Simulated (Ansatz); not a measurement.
Program: Ansatz. Geometries: PBE0-D4/def2-TZVP. ΔE: electronic, gas phase. CBS: MP2 limit from def2 TZ/QZ plus the TZ coupled-cluster correction, frozen cores. DFT in def2-TZVPP. Elements past krypton have def2 core potentials. For Br, I outer-core shells are correlated without core-valence functions, which leaves a few kJ/mol of doubt a bond. Scalar relativity is left out up to krypton. One conformer a species, not always the lowest.

Consider the substitution at a C–C bond: `F[C@@H]([C@@H](Cl)Br)[C@@H](F)I` + HBr → `ClC(Br)Br` + `FCC(F)I`.

Is it downhill or uphill in electronic energy at CCSD(T)/CBS, and by how much? (Best estimate.)

Computed: Uphill: ΔE = +0.40 eV.

What do these levels give: ωB97M-V, revPBE, BHLYP, CCSD(T)/def2-SVP, SCS-MP2/def2-TZVPP, HF/CBS(def2)? (Estimate.)

Computed: ωB97M-V 0.41, revPBE 0.09, BHLYP 0.29, CCSD(T)/def2-SVP 0.68, SCS-MP2/def2-TZVPP 0.36, HF/CBS(def2) 0.28 eV.

Largest T1 diagnostic among the species: 0.010.

The D4 term adds +0.14 eV with B3LYP and +0.09 eV with PBE0; it sums over pairs of atoms, weighted by their polarisabilities, and B3LYP, whose exchange is more repulsive, gets the larger term. In def2-TZVPP, CCSD(T) changes the Hartree–Fock value by +0.14 eV (the triples alone add +0.01 eV) and MP2 by +0.12 eV.

B3LYP here is the variant with VWN-RPA as its local correlation; programs differ in this.
